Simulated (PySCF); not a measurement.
B(SeH)3 (BH₃Se₃), SMILES [SeH]B([SeH])[SeH]. The structure is a stationary point at B3LYP-D3(BJ)/def2-SVP. Other conformers were not sampled.

Computed equilibrium geometry at B3LYP-D3(BJ)/def2-SVP (PySCF confirms it by a frequency run) as Cartesian coordinates in Å, and its point group (one conformer of several):
point group Cs.
```xyz
7

B     -0.0360     0.0064     0.0000
Se     1.9172    -0.1202     0.0000
H      2.1616     1.3356     0.0000
Se    -0.8554     1.7737     0.0000
H     -2.2625     1.3283     0.0000
Se    -0.9846    -1.6996     0.0000
H     -2.3439    -1.1288     0.0000
```
